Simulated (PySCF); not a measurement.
## Dipole response of Co(2+) (cobalt, charge +2)

[Ar] 3d7, high-spin 4F determinant. All numbers are calculated (PySCF 2.14, no relativity, point nucleus, in aug-cc-pVTZ (8s7p5d3f2g, 93 functions)). Coupled (time-dependent) response in atomic units; α is the mean over directions.

```tsv
method	mean α (bohr³)	C₆ (like pair)	S(−4)
wB97X	3.477	9.986	6.400
```

S(−4) is the Cauchy moment in α(ω) = α(0) + S(−4) ω² + …

α(iu) at wB97X:

```json
{"u (hartree)": "0", "α(iu) (bohr³)": "3.477"}
{"u (hartree)": "0.0500", "α(iu) (bohr³)": "3.461"}
{"u (hartree)": "0.100", "α(iu) (bohr³)": "3.415"}
{"u (hartree)": "0.200", "α(iu) (bohr³)": "3.252"}
{"u (hartree)": "0.300", "α(iu) (bohr³)": "3.034"}
{"u (hartree)": "0.500", "α(iu) (bohr³)": "2.584"}
{"u (hartree)": "0.750", "α(iu) (bohr³)": "2.128"}
{"u (hartree)": "1.00", "α(iu) (bohr³)": "1.786"}
{"u (hartree)": "1.50", "α(iu) (bohr³)": "1.316"}
{"u (hartree)": "2.00", "α(iu) (bohr³)": "1.011"}
{"u (hartree)": "3.00", "α(iu) (bohr³)": "0.6524"}
{"u (hartree)": "5.00", "α(iu) (bohr³)": "0.3368"}
```

A single London oscillator, α(iu) = α/(1 + u²/ω²), gives C₆ = (3/4) ω α². Matching the computed C₆ needs ω = 4 × 9.986 / (3 × 3.477²) = 1.10 hartree.

For an ion, C₆ is the dispersion term alone; charge-induced terms of lower order in 1/R come first.
